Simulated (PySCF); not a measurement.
Species: C4H12BN.
Z-matrix (Å and degrees, PBE0-D3(BJ)/def2-SVP geometry), rows numbered from 1:
```
C 
B   1  1.5829
N   2  1.3992  1  119.63
C   2  1.5965  1  121.43  3   179.95
C   4  1.5308  2  111.14  1   -63.25
C   4  1.5304  2  111.36  1    60.80
H   1  1.1028  2  110.73  3  -122.67
H   1  1.1013  2  114.01  3    -1.05
H   1  1.1029  2  110.59  3   120.38
H   3  1.0118  2  122.86  1  -179.92
H   3  1.0118  2  123.34  1     0.18
H   4  1.1071  2  108.19  1   178.86
H   5  1.1032  4  111.54  2  -177.34
H   5  1.1024  4  111.25  2    63.22
H   5  1.1017  4  112.00  2   -56.86
H   6  1.1024  4  111.22  2   -63.47
H   6  1.1017  4  112.02  2    56.61
H   6  1.1032  4  111.55  2   177.10
```

Method: PySCF 2.14.0, density-fitted response routines, TDDFT wB97X-D/def2-SVPD, vertical, gas phase, core orbitals frozen in the response.

Q: List the vertical singlet excitations with oscillator strengths and describe the spectrum.

A: 

| state | E (eV) | λ (nm) | ν̃ (cm⁻¹) | f | main configurations (H = HOMO, L = LUMO) |
| --- | --- | --- | --- | --- | --- |
| S1 | 7.36 | 168.5 | 59350 | 0.0013 | H→L+1 (83%), H→L+4 (11%) |
| S2 | 7.43 | 166.8 | 59970 | 0.046 | H-1→L (86%) |
| S3 | 7.66 | 161.9 | 61760 | 0.010 | H→L (92%) |
| S4 | 8.53 | 145.3 | 68820 | 0.243 | H-1→L+1 (76%), H-1→L+4 (14%) |
| S5 | 8.68 | 142.9 | 70000 | 0.065 | H→L+2 (44%), H→L+3 (30%), H-2→L (10%) |
| S6 | 8.73 | 142.1 | 70390 | 0.0048 | H→L+2 (46%), H→L+3 (31%), H-2→L (15%) |
| S7 | 8.83 | 140.4 | 71250 | 0.024 | H-2→L+1 (77%) |
| S8 | 8.85 | 140.1 | 71380 | 0.0023 | H-1→L+3 (65%), H-1→L+6 (15%) |
| S9 | 8.90 | 139.3 | 71770 | 0.078 | H-2→L (57%), H→L+3 (20%) |
| S10 | 9.08 | 136.5 | 73240 | 0.0026 | H→L+4 (78%), H→L+1 (10%) |

Triplets (Tamm–Dancoff): T1 6.83 eV, H-1→L+1 (81%), H-1→L+4 (12%); T2 6.91 eV, H→L+1 (82%), H→L+4 (12%); T3 7.27 eV, H-1→L (83%), H-1→L+2 (9%); T4 7.59 eV, H→L (90%).

The lowest singlet lies at 7.36 eV (168 nm, vacuum ultraviolet) and is very weak; its leading configuration is HOMO→LUMO+1 (83%). The most intense listed level is S4 at 8.53 eV (145 nm, f = 0.243), 1.17 eV above S1. Löwdin shares by element: HOMO carbon 46% or more, boron 22% (atoms not listed hold the other 32%); LUMO boron 52%, hydrogen 16% or more (atoms not listed hold the other 32%). The oscillator strengths of these states sum to 0.477; summed over the whole spectrum of an exact calculation they would give the number of electrons, 48 (Thomas–Reiche–Kuhn). Orbital energies (eV): HOMO-3 -11.22, HOMO-2 -10.80, HOMO-1 -10.09, HOMO -9.67, LUMO 1.80, LUMO+1 2.86, LUMO+2 2.91. Weighted by f, the mean energy of these states is 8.51 eV. The vertical ionisation energy (ΔSCF) is 9.85 eV, 0.77 eV above S10. Only the lowest 10 singlets were computed, as vertical energies without vibronic structure.

One conformer stands for the species.
